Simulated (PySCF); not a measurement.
# Orbital picture of As₂⁺

PBE at R = 2.195 Å; As cc-pVDZ-PP with ECP10; scalar-relativistic core potentials (PySCF 2.14). State: ²Πu (doublet), unpaired electrons π ↑. Only the outer orbitals are listed.

```tsv
spin	orbital	occ.	ε (eV)	main shells (%)
α	σg	1	-23.96	90 s, 9 p
α	σu	1	-19.65	95 s
α	πu	1	-13.67	97 p
α	σg	1	-13.49	88 p, 10 s
α	πu	1	-12.97	98 p
α	πg	0	-10.58	99 p
α	πg	0	-9.97	99 p
α	σu	0	-6.21	98 p
β	σg	1	-23.45	90 s, 9 p
β	σu	1	-19.24	94 s
β	σg	1	-13.27	89 p, 10 s
β	πu	1	-12.75	98 p
β	πu	0	-12.61	98 p
β	πg	0	-9.78	99 p
β	πg	0	-9.69	99 p
```

Question: Which are the highest filled and the lowest empty level, where do they sit, and how wide is the gap?

Answer: Highest filled β πu at -12.75 eV (in %: 98 p); lowest empty β πu at -12.61 eV (in %: 98 p); the gap at PBE is 0.14 eV. Both belong to one degenerate shell, split only by its one-sided filling, so this is no excitation gap.

| Property | Result |
| --- | --- |
| bond order (Mayer) | 2.45 |
| ⟨S²⟩ | 0.751 |
| polarisability along the bond | 73.2 bohr³ |
| polarisability across the bond | 25.3 bohr³ |

Spin–orbit coupling is left out. The state is the lowest determinant that a PBE0 search found; another state may lie lower at other levels.
